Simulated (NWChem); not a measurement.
System: CH6SSi; SMILES CS[SiH3]

Input file for NWChem:

```
start job
memory heap 200 mb stack 900 mb global 1100 mb
geometry units angstroms noautoz
  Si     0.153505     1.346889     0.000236
  S     -0.719478    -0.607201     0.000171
  C      0.789058    -1.629718     0.001306
  H     -0.988436     2.305423    -0.001004
  H      1.005074     1.567165     1.210952
  H      1.007053     1.566371    -1.209231
  H      1.395637    -1.454555    -0.898857
  H      0.458142    -2.677114     0.002871
  H      1.396123    -1.452042     0.900651
end
basis spherical
  * library def2-svp
end
dft
  xc xpbe96 cpbe96
  iterations 150
  vectors input atomic output neutral.movecs
end
task dft energy
charge 1
dft
  odft
  mult 2
  vectors input atomic output cation.movecs
end
task dft energy
```

Geometry: optimised at PBE0/def2-SVP.

Ions are spin-unrestricted doublets at the neutral geometry; other ion states weren't tried.

Give the results of this calculation. (PBE/def2-SVP, vertical spin-unrestricted ions.) Quantities: vertical ionisation energy, ΔSCF (eV); −ε(HOMO) (eV).


```yaml
vertical ionisation energy, ΔSCF (eV): 8.97
"−ε(HOMO) (eV)": 5.60
```
